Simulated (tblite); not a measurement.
Species: C₅H₉N₂PSi.
Atom-mapped SMILES: `[PH2:1][SiH2:2]/[N:3]=[CH:4]\[n:5]1[cH:6][cH:7][cH:8][cH:9]1` (hydrogens: H10, H11 on P1; H12, H13 on Si2; H14 on C4; H15 on C6; H16 on C7; H17 on C8; H18 on C9)

Computed with GFN2-xTB (tblite), gas phase: L-BFGS steps from a force-field or distance-geometry start until the largest atomic force falls under 0.01 eV/Å.

Step 51: E = -690.8012 eV
```
atom  x, y, z in Å  |  force x, y, z in eV/Å
P1      4.0772   -0.9720   -0.6205    0.038  -0.015   0.025
Si2     1.9885   -1.0244    0.1840   -0.067   0.057   0.046
N3      1.4386    0.5559   -0.2033    0.026   0.061  -0.039
C4      0.3722    1.1208   -0.5365   -0.037  -0.022   0.006
N5     -0.9055    0.6248   -0.4853    0.037  -0.049   0.030
C6     -1.9892    1.2103   -1.0921   -0.027   0.011  -0.059
C7     -3.0981    0.4862   -0.7952   -0.048   0.006  -0.063
C8     -2.6891   -0.5820    0.0464   -0.048  -0.009   0.001
C9     -1.3465   -0.4762    0.2085    0.044  -0.011   0.019
H10     3.8733    0.2506   -1.2363    0.134  -0.047   0.027
H11     4.5699   -0.3866    0.5334    0.051   0.005  -0.113
H12     1.9690   -1.1390    1.6402    0.020  -0.019   0.060
H13     1.2656   -2.1537   -0.4144    0.019   0.000  -0.010
H14     0.4077    2.1460   -0.9183    0.020  -0.029   0.040
H15    -1.8605    2.0707   -1.7171   -0.048   0.064   0.012
H16    -4.0904    0.6804   -1.1431   -0.106   0.008   0.016
H17    -3.3148   -1.3310    0.4877   -0.068  -0.002  -0.038
H18    -0.6765   -1.0748    0.7854    0.059  -0.009   0.040
```

Step 52: E = -690.8064 eV
```
atom  x, y, z in Å  |  force x, y, z in eV/Å
P1      4.0876   -0.9774   -0.6187   -0.066  -0.028   0.044
Si2     1.9932   -1.0164    0.1921    0.030  -0.020   0.024
N3      1.4335    0.5583   -0.1980    0.049   0.020  -0.022
C4      0.3667    1.1192   -0.5359   -0.056  -0.011  -0.004
N5     -0.9125    0.6286   -0.4855    0.020  -0.092  -0.002
C6     -1.9955    1.2142   -1.0935   -0.076   0.031  -0.015
C7     -3.1055    0.4923   -0.7932   -0.060  -0.045  -0.100
C8     -2.6975   -0.5853    0.0387   -0.039   0.062   0.043
C9     -1.3552   -0.4748    0.2017    0.041  -0.070   0.027
H10     3.8892    0.2414   -1.2398    0.129  -0.021   0.008
H11     4.5847   -0.3871    0.5288    0.059   0.013  -0.086
H12     1.9933   -1.1423    1.6483    0.001   0.009   0.045
H13     1.2800   -2.1578   -0.3991    0.017   0.030  -0.004
H14     0.4043    2.1401   -0.9228    0.019   0.043   0.018
H15    -1.8692    2.0799   -1.7121   -0.044   0.055   0.014
H16    -4.0993    0.6832   -1.1403   -0.085   0.028   0.014
H17    -3.3252   -1.3319    0.4860   -0.018   0.040  -0.090
H18    -0.6811   -1.0780    0.7666    0.080  -0.043   0.086
```

Step 53: E = -690.8103 eV
```
atom  x, y, z in Å  |  force x, y, z in eV/Å
P1      4.0975   -0.9805   -0.6171   -0.120  -0.048   0.049
Si2     2.0016   -1.0115    0.2007    0.073  -0.049   0.029
N3      1.4290    0.5560   -0.1990    0.052  -0.023  -0.009
C4      0.3608    1.1136   -0.5381   -0.052  -0.002  -0.005
N5     -0.9193    0.6257   -0.4893    0.000  -0.096  -0.043
C6     -2.0021    1.2201   -1.0917   -0.077   0.019   0.020
C7     -3.1145    0.5018   -0.7903   -0.070  -0.066  -0.106
C8     -2.7081   -0.5866    0.0299   -0.020   0.091   0.072
C9     -1.3640   -0.4819    0.1893    0.022  -0.083   0.020
H10     3.9031    0.2348   -1.2428    0.120   0.005  -0.011
H11     4.5989   -0.3854    0.5243    0.067   0.020  -0.061
H12     2.0198   -1.1272    1.6593   -0.016   0.024   0.013
H13     1.2999   -2.1711   -0.3731    0.016   0.059   0.004
H14     0.3987    2.1341   -0.9237    0.019   0.071   0.004
H15    -1.8743    2.0907   -1.7040   -0.045   0.040   0.028
H16    -4.1109    0.6979   -1.1304   -0.041   0.030   0.021
H17    -3.3390   -1.3301    0.4803    0.009   0.057  -0.122
H18    -0.6858   -1.0942    0.7392    0.065  -0.047   0.100
```

Step 54: E = -690.8157 eV
```
atom  x, y, z in Å  |  force x, y, z in eV/Å
P1      4.1124   -0.9853   -0.6134   -0.150  -0.074   0.041
Si2     2.0174   -1.0043    0.2145    0.089  -0.061   0.030
N3      1.4220    0.5502   -0.2051    0.044  -0.095   0.014
C4      0.3503    1.1028   -0.5424   -0.026   0.013  -0.005
N5     -0.9304    0.6164   -0.4983   -0.034  -0.069  -0.100
C6     -2.0134    1.2301   -1.0867   -0.052  -0.012   0.051
C7     -3.1309    0.5182   -0.7860   -0.029  -0.082  -0.068
C8     -2.7268   -0.5861    0.0165    0.034   0.104   0.084
C9     -1.3789   -0.4983    0.1664   -0.013  -0.084   0.004
H10     3.9278    0.2239   -1.2485    0.101   0.039  -0.037
H11     4.6241   -0.3823    0.5169    0.072   0.025  -0.028
H12     2.0630   -1.0913    1.6764   -0.043   0.037  -0.024
H13     1.3359   -2.1959   -0.3246    0.018   0.108   0.018
H14     0.3875    2.1260   -0.9205    0.013   0.080  -0.012
H15    -1.8808    2.1080   -1.6892   -0.050   0.006   0.058
H16    -4.1311    0.7279   -1.1110    0.013   0.024   0.026
H17    -3.3630   -1.3254    0.4674    0.020   0.053  -0.141
H18    -0.6937   -1.1284    0.6910   -0.006  -0.013   0.087
```

**Question.** Estimate the geometry and energy of step 55. (The exact step hangs on the optimiser's Hessian estimate; all steps are aligned on step 54, rigid shifts and turns removed.)

**Answer.** E = -690.8202 eV, largest force 0.140 eV/Å
```
atom  x, y, z in Å  |  force x, y, z in eV/Å
P1      4.1178   -0.9939   -0.6090   -0.117  -0.074   0.020
Si2     2.0240   -0.9974    0.2184    0.107  -0.038   0.043
N3      1.4186    0.5507   -0.2102    0.006  -0.103   0.024
C4      0.3427    1.1002   -0.5413    0.011   0.022  -0.004
N5     -0.9371    0.6102   -0.5017   -0.035  -0.025  -0.124
C6     -2.0199    1.2324   -1.0848   -0.015  -0.029   0.050
C7     -3.1390    0.5214   -0.7880   -0.024  -0.038  -0.029
C8     -2.7363   -0.5850    0.0115    0.063   0.055   0.083
C9     -1.3866   -0.5072    0.1582   -0.058  -0.032  -0.034
H10     3.9536    0.2116   -1.2544    0.075   0.047  -0.052
H11     4.6402   -0.3846    0.5115    0.068   0.018  -0.002
H12     2.0810   -1.0692    1.6811   -0.057   0.039  -0.030
H13     1.3553   -2.2008   -0.3064   -0.009   0.092   0.012
H14     0.3776    2.1280   -0.9085    0.003   0.060  -0.019
H15    -1.8832    2.1135   -1.6829   -0.055  -0.012   0.068
H16    -4.1419    0.7384   -1.1028    0.050   0.013   0.020
H17    -3.3775   -1.3206    0.4594    0.016   0.023  -0.125
H18    -0.6979   -1.1415    0.6731   -0.028  -0.020   0.098
```

The energy changes by -0.0046 eV. The first-order estimate −F·Δx gives -0.0060 eV and the mean of the old and new forces, exact on a quadratic surface, -0.0046 eV. The step makes an angle of 79° with the force vector and moves no atom by more than 0.029 Å.

What follows is the cost of the whole relaxation. Hardware: one thread of an Arm Neoverse V1 (shared host). Cost: 1.8 s wall.
